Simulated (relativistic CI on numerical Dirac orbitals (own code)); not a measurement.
## Crystal-field levels of Ho³⁺, 4f10

Calculated by Dirac-Coulomb-Breit CI, separate exchange-only KLI orbitals for each configuration, QED by a radiative potential, valence Slater integrals scaled by 0.85, one configuration in a parametric crystal field (own radial code).

Field parameters in Wybourne normalisation. The field is a parameter set, without covalency.

S and J are read from ⟨S²⟩ = S(S + 1) and ⟨J²⟩ = J(J + 1) of each level; they are not fictitious spins.

C2v, B20 = 340, B22 = -230, B40 = -870, B42 = 190, B44 = 60, B60 = 520, B62 = -40, B64 = -520, B66 = -660 cm⁻¹, the lowest 10 levels:

```tsv
E (cm⁻¹)	Degeneracy	S	J
0.0	1	1.94	8.00
5.3	1	1.94	8.00
48.5	1	1.94	8.00
72.8	1	1.94	8.00
111	1	1.94	8.00
133	1	1.94	8.00
183	1	1.94	8.00
186	1	1.94	8.00
199	1	1.94	8.00
242	1	1.94	8.00
```

D3d, B20 = -510, B40 = 520, B43 = 2000, B60 = -450, B63 = 740, B66 = -680 cm⁻¹, the lowest 16 levels:

```csv
E (cm⁻¹),Degeneracy,Irrep,S,J
0.0,2,E,1.94,8.00
2.1,1,A1,1.94,8.00
65.1,2,E,1.94,8.00
161,1,A1,1.94,8.00
165,1,A2,1.94,8.00
183,2,E,1.94,8.00
227,2,E,1.94,8.00
427,1,A1,1.94,8.00
522,1,A2,1.94,8.00
543,2,E,1.94,8.00
577,2,E,1.94,8.00
5199,1,A2,1.97,7.00
5210,2,E,1.97,7.00
5231,2,E,1.97,7.00
5239,1,A1,1.97,7.00
5285,1,A2,1.97,7.00
```

C2v, B20 = -480, B22 = 270, B40 = -660, B42 = 120, B44 = -690, B60 = 0, B62 = 20, B64 = 390, B66 = 640 cm⁻¹, the lowest 10 levels:

| E (cm⁻¹) | Degeneracy | S | J |
| --- | --- | --- | --- |
| 0.0 | 1 | 1.94 | 8.00 |
| 2.4 | 1 | 1.94 | 8.00 |
| 30.0 | 1 | 1.94 | 8.00 |
| 34.1 | 1 | 1.94 | 8.00 |
| 73.5 | 1 | 1.94 | 8.00 |
| 74.4 | 1 | 1.94 | 8.00 |
| 143 | 1 | 1.94 | 8.00 |
| 148 | 1 | 1.94 | 8.00 |
| 207 | 1 | 1.94 | 8.00 |
| 212 | 1 | 1.94 | 8.00 |

The next free-ion level lies 5062 cm⁻¹ above the lowest; the field splits the ground level into components whose J stays near 8 as long as their spread is small against that gap.

Levels of this model without a field, named by their leading LS term: 5I_8 0, 5I_7 5062, 5I_6 8576, 5I_5 11138, 5I_4 13182, 5F_5 17190, 5S_2 19851, 3K_8 20005 cm⁻¹.
